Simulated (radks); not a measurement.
The numbers below are computed, except where a source is named.
Charge is removed step by step from the 1s down level of the fluorine ion F+, starting from 1s(up 1, down 1) 2s2 2p4. Code: a radial shooting solver on a logarithmic mesh with Libxc functionals. Model: scalar-relativistic Kohn-Sham, PBEsol, spin-polarised, spherical densities, finite nucleus; open shells are filled with parallel spins first; Fermi nuclear charge, rms radius 2.8976 fm.

removed (e) = 0: E - E(0) (eV) 0.000; eigenvalue (eV) -680.54; E minus straight line (eV) 0.000
removed (e) = 0.25: E - E(0) (eV) 172.66; eigenvalue (eV) -700.66; E minus straight line (eV) -6.796
removed (e) = 0.5: E - E(0) (eV) 350.24; eigenvalue (eV) -719.79; E minus straight line (eV) -8.670
removed (e) = 0.75: E - E(0) (eV) 532.35; eigenvalue (eV) -736.54; E minus straight line (eV) -6.013
removed (e) = 1: E - E(0) (eV) 717.82; eigenvalue (eV) -743.21; E minus straight line (eV) 0.000

Removing the whole electron costs 717.82 eV by Delta-SCF, against 680.54 eV from minus the eigenvalue at the starting occupation. Slater's transition state (half an electron removed) gives 719.79 eV. Integrating minus the eigenvalue over the occupation (Janak's theorem) gives 717.68 eV. In this scalar-relativistic scheme the density is built from large components alone, so the theorem holds only approximately. The mean slope of the eigenvalue, de/dn, is 62.7 eV per electron.
